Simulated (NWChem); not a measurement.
System: GaHOCl2; SMILES [OH][Ga]([Cl])[Cl]

Output (shortened):

```
             Northwest Computational Chemistry Package (NWChem) 7.3.0
             --------------------------------------------------------

                             Geometry "geometry" -> ""
                             -------------------------

 Output coordinates in angstroms (scale by  1.889725989 to convert to a.u.)

  No.       Tag          Charge          X              Y              Z
 ---- ---------------- ---------- -------------- -------------- --------------
    1 Ga                  31.0000    -0.28635600    -0.03749900     0.00000000
    2 Cl                  17.0000     0.72317300     1.86500800     0.00000000
    3 Cl                  17.0000     0.84405600    -1.85258200     0.00000000
    4 O                    8.0000    -2.06775700    -0.13630600     0.00000000
    5 H                    1.0000    -2.46080400     0.75232900     0.00000000

 Effective nuclear repulsion energy (a.u.)     433.0763290590

                              NWChem Property Module
                              ----------------------

  itol2e modified to match energy
  convergence criterion.

                                 NWChem DFT Module
                                 -----------------

 Summary of "ao basis" -> "ao basis" (spherical)
 ------------------------------------------------------------------------------
       Tag                 Description            Shells   Functions and Types
 ---------------- ------------------------------  ------  ---------------------
 Ga                         pcsseg-1                15       41   5s7p3d
 Cl                         pcsseg-1                10       24   4s5p1d
 O                          pcsseg-1                 7       17   3s3p1d
 H                          pcsseg-1                 3        5   2s1p

  itol2e modified to match energy
  convergence criterion.

            General Information
            -------------------
          SCF calculation type: DFT
          Wavefunction type:  closed shell.
          No. of atoms     :     5
          No. of electrons :    74
           Alpha electrons :    37
            Beta electrons :    37
          Charge           :     0
          Spin multiplicity:     1
          Use of symmetry is: off; symmetry adaption is: off
          Maximum number of iterations: 150
          AO basis - number of functions:   111
                     number of shells:    45
          Convergence on energy requested:  1.00D-07
          Convergence on density requested:  1.00D-05
          Convergence on gradient requested:  5.00D-04

              XC Information
              --------------
                          KT2 Method XC Functional
                        Slater Exchange Functional  1.072 local
                           KT1 gradient correction  1.000 non-local
            Perdew 1991 LDA Correlation Functional  0.577 local

             Grid Information
             ----------------
          Grid used for XC integration:  fine
          Radial quadrature: Mura-Knowles
          Angular quadrature: Lebedev.
          Tag              B.-S. Rad. Rad. Pts. Rad. Cut. Ang. Pts.
          ---              ---------- --------- --------- ---------
          Ga                  1.30      140           9.0       974
          Cl                  1.00      123          12.0       770
          O                   0.60       70          10.0       590
          H                   0.35       60          11.0       590
          Grid pruning is: on
          Number of quadrature shells:   516
          Spatial weights used:  Erf1

      Superposition of Atomic Density Guess
      -------------------------------------

 Sum of atomic energies:       -2917.12125931

      Non-variational initial energy
      ------------------------------

 Total energy =   -2917.749818
 1-e energy   =   -4923.090029
 2-e energy   =    1572.263882
 HOMO         =      -0.447820
 LUMO         =      -0.058194

   convergence    iter        energy       DeltaE   RMS-Dens  Diis-err
 ---------------- ----- ----------------- --------- --------- ---------
 d= 0,ls=0.0,diis     1  -2936.8512225625 -3.37D+03  1.92D-02  3.66D+00
 d= 0,ls=0.0,diis     2  -2936.3229163139  5.28D-01  1.76D-02  6.08D+00
 d= 0,ls=0.0,diis     3  -2936.7972251773 -4.74D-01  5.54D-03  1.90D+00
 d= 0,ls=0.0,diis     4  -2936.9648809969 -1.68D-01  3.34D-03  9.29D-02
 d= 0,ls=0.0,diis     5  -2936.9712023239 -6.32D-03  1.40D-03  5.24D-02
  Resetting Diis
 d= 0,ls=0.0,diis     6  -2936.9767359899 -5.53D-03  2.51D-04  2.54D-03
 d= 0,ls=0.0,diis     7  -2936.9769962770 -2.60D-04  2.61D-04  2.03D-04
 d= 0,ls=0.0,diis     8  -2936.9768736905  1.23D-04  1.72D-04  1.37D-03
 d= 0,ls=0.0,diis     9  -2936.9770200800 -1.46D-04  2.01D-05  1.20D-05
 d= 0,ls=0.0,diis    10  -2936.9770212109 -1.13D-06  6.04D-06  9.41D-07
 d= 0,ls=0.0,diis    11  -2936.9770213058 -9.48D-08  2.09D-06  1.31D-07

         Total DFT energy =    -2936.977021305751
      One electron energy =    -4926.736969849041
           Coulomb energy =     1713.643882412911
    Exchange-Corr. energy =     -156.960262928648
 Nuclear repulsion energy =      433.076329059027

 Numeric. integr. density =       73.999999960643

[...]

          -----------------------------------------
          Chemical Shielding Tensors (GIAO, in ppm)
          -----------------------------------------

                                NWChem CPHF Module
                                ------------------

  scftype          =     RHF
  nclosed          =       37
  nopen            =        0
  variables        =     2738
  # of vectors     =        3
  tolerance        = 0.10D-03
  level shift      = 0.00D+00
  max iterations   =       50
  max subspace     =       30

 SCF residual:    4.0189772191390519E-005

Iterative solution of linear equations
  No. of variables     2738
  No. of equations        3
  Maximum subspace       30
        Iterations       50
       Convergence  1.0D-04

   iter   nsub   residual    time
   ----  ------  --------  ---------
     1      3    2.39D-05      69.8

      Atom:    1  Ga
        Diamagnetic
   2645.1013     -0.1886     -0.0000
     -0.1886   2649.2400     -0.0000
     -0.0000     -0.0000   2642.5727

        Paramagnetic
  -1078.3313    -27.2178      0.0000
    -27.2178  -1123.6964     -0.0000
      0.0000     -0.0000  -1473.2484

        Total Shielding Tensor
   1566.7700    -27.4064      0.0000
    -27.4064   1525.5437     -0.0000
      0.0000     -0.0000   1169.3244

           isotropic =    1420.5460
          anisotropy =     239.8559

          Principal Components and Axis System
                 1           2           3
             1580.4499   1511.8638   1169.3244

      1         0.8947      0.4466     -0.0000
      2        -0.4466      0.8947      0.0000
      3         0.0000     -0.0000      1.0000

      Atom:    2  Cl
        Diamagnetic
   1148.7256      4.3947     -0.0000
      4.3947   1155.9610     -0.0000
     -0.0000     -0.0000   1146.0073

        Paramagnetic
   -405.4461    133.3094      0.0000
    133.3094   -176.3704     -0.0000
      0.0000     -0.0000   -360.1278

        Total Shielding Tensor
    743.2796    137.7041      0.0000
    137.7041    979.5906     -0.0000
      0.0000     -0.0000    785.8795

           isotropic =     836.2499
          anisotropy =     309.9489

          Principal Components and Axis System
                 1           2           3
             1042.8825    785.8795    679.9877

      1         0.4176      0.0000      0.9086
      2         0.9086     -0.0000     -0.4176
      3        -0.0000      1.0000     -0.0000

      Atom:    3  Cl
        Diamagnetic
   1149.1733     -4.9316     -0.0000
     -4.9316   1155.3953      0.0000
     -0.0000      0.0000   1145.9981

        Paramagnetic
   -363.9117   -120.0441      0.0000
   -120.0441   -160.7734      0.0000
      0.0000      0.0000   -320.5523

        Total Shielding Tensor
    785.2616   -124.9757      0.0000
   -124.9757    994.6219      0.0000
      0.0000      0.0000    825.4458

           isotropic =     868.4431
          anisotropy =     276.7842

          Principal Components and Axis System
                 1           2           3
             1052.9659    825.4458    726.9176

      1        -0.4230      0.0000      0.9061
      2         0.9061      0.0000      0.4230
      3         0.0000      1.0000     -0.0000

      Atom:    4  O
        Diamagnetic
    407.0942     -7.2227     -0.0000
     -7.2227    392.2041     -0.0000
     -0.0000     -0.0000    373.6533

        Paramagnetic
   -125.1652     59.9085     -0.0000
     59.9085   -279.7396     -0.0000
     -0.0000     -0.0000   -134.6608

        Total Shielding Tensor
    281.9291     52.6858     -0.0000
     52.6858    112.4645     -0.0000
     -0.0000     -0.0000    238.9926

           isotropic =     211.1287
          anisotropy =     128.7668

          Principal Components and Axis System
                 1           2           3
              296.9733    238.9926     97.4203

      1         0.9616      0.0000     -0.2746
      2         0.2746     -0.0000      0.9616
      3        -0.0000      1.0000      0.0000

      Atom:    5  H
        Diamagnetic
     34.8265    -10.5866     -0.0000
    -10.5866     36.6815     -0.0000
     -0.0000     -0.0000     17.7620

        Paramagnetic
     -0.8100      2.9546     -0.0000
      2.9546     -7.6604      0.0000
     -0.0000      0.0000      3.2050

        Total Shielding Tensor
     34.0164     -7.6319     -0.0000
     -7.6319     29.0211      0.0000
     -0.0000      0.0000     20.9671

           isotropic =      28.0015
          anisotropy =      17.3212

          Principal Components and Axis System
                 1           2           3
               39.5490     23.4885     20.9671

      1         0.8096      0.5869      0.0000
      2        -0.5869      0.8096      0.0000
      3        -0.0000     -0.0000      1.0000
```

Level: KT2/pcSseg-1, GIAO. Coordinates come from a B3LYP/6-31G* (spherical d) optimisation. The printed shielding anisotropy is the first printed principal value minus the mean of the other two.

Task: Reconstruct the input file.

Result: One answer among several that fit: the input that was run:
```
start job
memory heap 200 mb stack 900 mb global 1100 mb
geometry units angstroms noautosym nocenter noautoz
  Ga    -0.286356    -0.037499     0.000000
  Cl     0.723173     1.865008     0.000000
  Cl     0.844056    -1.852582     0.000000
  O     -2.067757    -0.136306     0.000000
  H     -2.460804     0.752329     0.000000
end
basis spherical
  * library pcsseg-1
end
dft
  xc kt2
  iterations 150
end
property
  shielding
end
task dft property
```
